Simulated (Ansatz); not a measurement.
`CN(C)c1ncc(-c2ncc(-c3ncc(C#N)s3)s2)s1`, relaxed as a singlet with RKS PBE-D4/def2-SVP in Ansatz, starting from the GFN2-xTB geometry. Force threshold 0.03 eV/Å.

Start:

```xyz
29

C     3.886   -4.248    0.516
N     2.896   -3.547   -0.266
C     2.375   -4.212   -1.431
C     2.306   -2.457    0.232
N     2.678   -1.851    1.325
C     1.937   -0.767    1.575
C     0.936   -0.485    0.673
C     0.024    0.593    0.713
N    -0.019    1.473    1.673
C    -0.958    2.395    1.476
C    -1.702    2.263    0.320
C    -2.738    3.126   -0.116
N    -3.170    4.141    0.574
C    -4.137    4.810   -0.056
C    -4.494    4.320   -1.293
C    -5.447    4.830   -2.173
N    -6.227    5.261   -2.897
S    -3.538    2.917   -1.669
S    -1.161    0.867   -0.562
S     0.942   -1.693   -0.593
H     3.481   -5.192    0.890
H     4.762   -4.458   -0.100
H     4.171   -3.620    1.356
H     3.173   -4.794   -1.891
H     1.548   -4.882   -1.174
H     2.014   -3.478   -2.150
H     2.143   -0.169    2.443
H    -1.099    3.184    2.191
H    -4.580    5.671    0.413
```

```tsv
step	energy (eV)	largest force component (eV/Å)	SCF passes
1	-52484.4378	2.670	28
2	-52484.7163	0.457	24
3	-52484.7413	0.092	23
4	-52484.7426	0.060	22
5	-52484.7439	0.033	23
6	-52484.7442	0.011	23
```

Force components are those of the run's own axes.

End:

```csv
atom,x (Å),y (Å),z (Å)
C1,3.920,-4.316,0.507
N2,2.916,-3.604,-0.268
C3,2.391,-4.230,-1.463
C4,2.330,-2.493,0.253
N5,2.707,-1.902,1.376
C6,1.957,-0.800,1.622
C7,0.955,-0.496,0.701
C8,0.045,0.611,0.744
N9,0.003,1.503,1.727
C10,-0.947,2.438,1.508
C11,-1.693,2.311,0.331
C12,-2.747,3.182,-0.116
N13,-3.185,4.226,0.576
C14,-4.173,4.876,-0.078
C15,-4.545,4.352,-1.320
C16,-5.535,4.823,-2.210
N17,-6.360,5.224,-2.948
S18,-3.565,2.942,-1.666
S19,-1.138,0.905,-0.547
S20,0.961,-1.711,-0.575
H21,3.518,-5.275,0.903
H22,4.804,-4.539,-0.127
H23,4.224,-3.678,1.356
H24,3.189,-4.827,-1.945
H25,1.528,-4.903,-1.250
H26,2.060,-3.458,-2.189
H27,2.141,-0.181,2.511
H28,-1.117,3.254,2.225
H29,-4.644,5.766,0.364
```

By distances, no bond broke or formed. The bond that changes most is C16–N17, from 1.15 to 1.18 Å (atoms count from 1).

No frequencies were taken in this run, so the end may be a saddle point.

Hardware: 2 threads of AMD EPYC 7R13 on a shared host and a share (18 GiB) of an NVIDIA H100 80GB HBM3. Wall time 26 s.
